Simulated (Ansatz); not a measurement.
`[NH]=[Nb]([OH])([OH])[F]` and `[NH]=[Nb]([NH2])([OH])[OH]` differ in one atom or group.

Ansatz, PBE0-D4/def2-TZVP geometries, multiplicity 1. Each molecule was computed in one conformer, which needn't be the lowest.

Elements past krypton have def2 core potentials.

| property | `[NH]=[Nb]([OH])([OH])[F]` |
| --- | --- |
| HOMO–LUMO gap (B3LYP/def2-TZVPP) / eV | 6.93 |
| HOMO–LUMO gap (ωB97M-V/def2-TZVPP) / eV | 11.29 |
| HOMO energy (B3LYP/def2-TZVPP) / eV | -7.94 |
| HOMO–LUMO gap (PBE/def2-TZVPP) / eV | 5.18 |
| HOMO energy (PBE/def2-TZVPP) / eV | -6.76 |
| LUMO energy (ωB97M-V/def2-TZVPP) / eV | 0.75 |

**Question.** Give the same properties after the change, and the shifts. (Estimate.)

**Answer.** The calculation gave: 
| property | `[NH]=[Nb]([NH2])([OH])[OH]` | shift |
| --- | --- | --- |
| HOMO–LUMO gap (B3LYP/def2-TZVPP) / eV | 6.61 | -0.32 |
| HOMO–LUMO gap (ωB97M-V/def2-TZVPP) / eV | 10.77 | -0.52 |
| HOMO energy (B3LYP/def2-TZVPP) / eV | -7.16 | 0.78 |
| HOMO–LUMO gap (PBE/def2-TZVPP) / eV | 4.82 | -0.36 |
| HOMO energy (PBE/def2-TZVPP) / eV | -5.98 | 0.78 |
| LUMO energy (ωB97M-V/def2-TZVPP) / eV | 1.00 | 0.25 |

With PBE0 the HOMO rises by 0.79 eV and the LUMO rises by 0.45 eV, so the gap narrows by about 0.34 eV. PBE moves the HOMO by 0.78 eV and ωB97M-V by 0.78 eV. The zero-point energy changes by 59.1 kJ/mol with +6 modes.

B3LYP here is the variant with VWN-RPA as its local correlation; programs differ in this.
